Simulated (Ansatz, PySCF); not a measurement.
Complex: C2H2 (SMILES C#C) (first 4 atoms) with CH2O (SMILES C=O); geometry from B3LYP-D3(BJ)/def2-TZVP, rigid monomers moved along the line of their centres of mass till H4···O6 is 2.02 Å.
(charge 0, multiplicity 1):
```xyz
8

C      0.4486     0.0475    -0.6377
C     -0.2297    -0.0232     0.3473
H      1.0422     0.1093    -1.5169
H     -0.8198    -0.0847     1.2355
C      0.3422     0.0563     3.5055
O     -0.8248    -0.0761     3.2520
H      1.1055     0.1387     2.7097
H      0.7077     0.1020     4.5479
```

Interaction energies are E(AB) − E(A) − E(B) at the monomers' geometry in the complex; basis-set methods are counterpoise corrected. Rows marked so take none.

Cores are frozen in the correlated methods. Rows in 6-31G*, STO-3G carry no dispersion term and start afresh at each structure (6-31G* with six Cartesian d functions). MP2/6-31G* freezes PySCF's default core.

Codes used: Ansatz (Gaussian orbitals); PySCF for 6-31G* rows, STO-3G rows, the dispersion terms. Values without a source in brackets are computed.

| level | interaction energy (kcal/mol) |
|---|---|
| HF/STO-3G (no counterpoise) | -0.60 |
| HF/aug-cc-pVDZ | -0.35 |
| PBE/def2-TZVPPD | -1.77 |
| PBE-D3(BJ)/def2-TZVPPD | -2.71 |
| wB97M-V/def2-TZVPPD | -2.54 |
| MP2/6-31G* (no counterpoise) | -3.13 |
| SCS-MP2/aug-cc-pVDZ | -1.00 |
| CCSD/aug-cc-pVDZ | [?] |
| CCSD(T)/aug-cc-pVDZ | [?] |

### Question
What belongs in the gaps?

### Answer

- CCSD/aug-cc-pVDZ, interaction energy (kcal/mol): -1.28
- CCSD(T)/aug-cc-pVDZ, interaction energy (kcal/mol): -1.60

Ansatz is an electronic-structure program.
